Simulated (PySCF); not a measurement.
Molecule: SMILES CCC[SiH2]P, C3H11PSi.

Geometry:
```
atom   x (Å)   y (Å)   z (Å)
  C1   1.624   0.581   0.146
  C2   0.990  -0.340   1.177
  C3  -0.023  -1.326   0.593
 Si4  -1.524  -0.550  -0.255
  P5  -2.394   1.021   1.136
  H6   0.875   1.220  -0.351
  H7   2.135   0.006  -0.644
  H8   2.368   1.248   0.607
  H9   0.498   0.266   1.958
 H10   1.783  -0.902   1.699
 H11  -0.417  -1.980   1.390
 H12   0.466  -1.996  -0.137
 H13  -1.180   0.016  -1.597
 H14  -2.581  -1.590  -0.457
 H15  -1.446   2.025   0.764
 H16  -3.367   1.465   0.187
```

Geometry PBE0-D3(BJ)/def2-SVP throughout; GIAO in PySCF 2.14, gas phase, one conformer, non-relativistic; equivalent atoms averaged; basis pcSseg-1.

For orientation, BHandHLYP gives these absolute shieldings σ: C1 167.8, C3 171.7, Si4 397.0, P5 598.0, H13/H14 27.24, H15/H16 29.96, H9/H10 30.10, H6/H7/H8 30.50, H11/H12 30.70 ppm.

A run gave: C1 175.2, C3 181.2, Si4 429.8, P5 623.7, H13/H14 27.64, H15/H16 30.20, H9/H10 30.48, H6/H7/H8 30.75, H11/H12 31.09 ppm (absolute shieldings σ).

Which functional was used in that run?
A. KT3
B. HF
C. PBE0
D. CAM-B3LYP
E. wB97X-D

Results:

B. C3 tells them apart best: HF gives 181.2, PBE0 gives 171.7, KT3 gives 167.6, wB97X-D gives 172.7, CAM-B3LYP gives 169.7 ppm.
